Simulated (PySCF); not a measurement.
# Zn: ionisation energy

Zn [Ar] 3d10 4s2 (1S) → Zn⁺ [Ar] 3d10 4s1 (2S), as a difference of total energies. All numbers are calculated (PySCF 2.14, the spin-free X2C one-electron Hamiltonian (Gaussian nucleus), in cc-pVDZ-DK (6s5p3d1f, 43 functions)). Correlated levels: valence: [Ar] frozen. The calculations carry no spin-orbit coupling.

| method | ionisation energy (eV) |
| --- | --- |
| UHF | 7.784 |
| r2SCAN | 9.409 |
| M06-2X | 9.240 |
| MP2 (valence) | 8.977 |
| SCS-MP2 (valence) | 8.999 |
| CCSD (valence) | 9.077 |
| CCSD(T) (valence) | 9.176 |

How much does correlation contribute at CCSD(T) (valence)?

9.176 − (7.784) = 1.392 eV, measured against UHF.

Errors of the correlated levels include the incompleteness of this basis and the frozen core.

For comparison: 9.394 eV (measured; NIST Atomic Spectra Database, ionization energies).
